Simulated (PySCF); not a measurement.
Cards and structures have been mixed up. Pair them.

Structures:
1. `C#C[C@H](C[SiH3])[Si](F)(P)P`
2. `CC[Si@H]1C=CC1=O`
3. `C[C@@H](S)[C@@H]1C[C@H]1C#N`
4. `SC1=CC=CS1`
5. `CCC/C(C)=C\CF`

Card P (geometry GFN2-xTB):
- Rotational constants A, B, C: 0.866, 0.696, 0.553 GHz
- Dipole moment (PBE0/pcSseg-1): 1.87 D
- HOMO energy (PBE0/pcSseg-1): -7.57 eV
- Isotropic shieldings of nuclei other than C and H, by class (GIAO PBE0/pcSseg-1): 350 (1 F), 274 (1 Si), 423 (1 Si), 586 (1 P), 590 (1 P) ppm

Card Q (geometry GFN2-xTB):
- Rotational constants A, B, C: 3.573, 1.556, 1.196 GHz
- Static isotropic polarisability (B3LYP/def2-SVPD): 87.3 au
- Lowest singlet excitation (TDDFT B3LYP/def2-SVPD): 3.00 eV (413 nm, f = 0.001)
- Point group: C1
- HOMO energy (B3LYP/def2-SVPD): -6.37 eV

Card R (geometry PBE0-D3(BJ)/def2-SVP):
- Rotational constants A, B, C: 2.598, 1.042, 0.795 GHz
- Static isotropic polarisability (wB97X-D/def2-SVPD): 88.6 au
- Isotropic shieldings of nuclei other than C and H, by class (GIAO HF/pcSseg-1): 442 (1 F) ppm
- Dipole moment (wB97X-D/def2-SVPD): 2.58 D
- HOMO energy (wB97X-D/def2-SVPD): -8.95 eV

Card S (geometry GFN2-xTB):
* Rotational constants A, B, C: 5.308, 1.885, 1.391 GHz
* Static isotropic polarisability (wB97X-D/def2-SVPD): 83.2 au
* Lowest triplet excitation (Tamm–Dancoff) (TDA wB97X-D/def2-SVPD): 3.46 eV
* HOMO energy (wB97X-D/def2-SVPD): -7.97 eV
* Strongest line among the 8 lowest singlet transitions (TDDFT wB97X-D/def2-SVPD): S8 at 7.02 eV (177 nm, f = 0.233)
* Point group: Cs
* Lowest singlet excitation (TDDFT wB97X-D/def2-SVPD): 4.70 eV (264 nm, f = 0.000)

Card T (geometry GFN2-xTB):
* Rotational constants A, B, C: 3.789, 0.863, 0.762 GHz
* Static isotropic polarisability (PBE0/def2-SVPD): 94.4 au
* Isotropic shieldings of nuclei other than C and H, by class (GIAO PBE0/pcSseg-1): -24 (1 N), 505 (1 S) ppm
* 13C chemical shifts (computed TMS as zero) by class (GIAO PBE0/pcSseg-1): 125.7 (1 C), 48.4 (1 C), 36.4 (1 C), 29.7 (1 C), 18.6 (1 C), 7.8 (1 C) ppm
* Point group: C1

Species are written as SMILES; each is one conformer at its optimised geometry, gas phase, non-relativistic unless stated. Electronic properties by PySCF. NMR classes are plain means over equivalent atoms (diastereotopic ones count apart unless rotation or inversion swaps them), as if these changed places fast.

Problem. Which card belongs to which structure?

Solution. P = 1, Q = 2, R = 5, S = 4, T = 3. What ties each card to its structure:
- 1 (card P), C4H11FP2Si2, monoisotopic mass 196.0 u, 9 heavy atoms: an asymmetric top with C = 0.553 GHz, the lowest such constant on the cards; dipole 1.87 D.
- 2 (card Q), C5H8OSi, monoisotopic mass 112.0 u, 7 heavy atoms: an asymmetric top with C = 1.196 GHz; polarisability 87.3 au for 60 electrons.
- 3 (card T), C6H9NS, monoisotopic mass 127.0 u, 8 heavy atoms: 6 C in 6 classes; the least shielded carbon (125.7 ppm) is a nitrile carbon; an asymmetric top with C = 0.762 GHz; polarisability 94.4 au for 68 electrons.
- 4 (card S), C4H4S2, monoisotopic mass 116.0 u, 6 heavy atoms: point group Cs; an asymmetric top with C = 1.391 GHz, the highest such constant on the cards; polarisability 83.2 au for 60 electrons.
- 5 (card R), C7H13F, monoisotopic mass 116.1 u, 8 heavy atoms: an asymmetric top with C = 0.795 GHz; polarisability 88.6 au for 64 electrons; dipole 2.58 D.
